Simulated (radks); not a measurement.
Numerical settings for neutral selenium, [Ar] 3d10 4s2 4p4. Calculated with a radial shooting solver on a logarithmic mesh with Libxc functionals: Dirac Kohn-Sham, LDA (Slater exchange, Perdew-Wang correlation), spin-unpolarised, spherical densities, finite nucleus; open shells fill j = l - 1/2 first; Fermi nuclear charge, rms radius 4.14 fm. The defaults (mesh step 0.008 in ln r, mesh end at 40 bohr or more with all orbitals vanishing there, Anderson mixing 0.5 over 9 steps, residual threshold near 1e-9 with the energy settled to 1e-9 hartree or 1e-11 of itself, here a cap of 98 iterations) give E = -2426.9285 hartree and 4p3/2 at -6.486 eV in 14 iterations. Run on one thread of a shared host, so times are rough (Arm Neoverse N1): 0.13 s of CPU time, 0.13 s wall, 14 iterations on 2381 mesh points. One setting is changed at a time: mesh step in ln r 0.03; mesh step in ln r 0.12; mesh step in ln r 0.012; mesh end (bohr) 3; mesh end (bohr) 12; residual threshold 0.1; residual threshold 0.001; mixing 1.5; linear mixing, mixing 0.8; linear mixing, mixing 1; mixing history 20; iteration cap 2. Which runs fail to converge, and which converge to a wrong energy?

Answer. Not converged within the cap: mesh step in ln r 0.12; linear mixing, mixing 0.8; linear mixing, mixing 1; iteration cap 2. Settled on a wrong energy, with an occupied level pushed above zero by the early mesh end: mesh end (bohr) 3 (+1.49 hartree). Apart from these: no run marked as converged misses the energy by more than 1 mhartree.
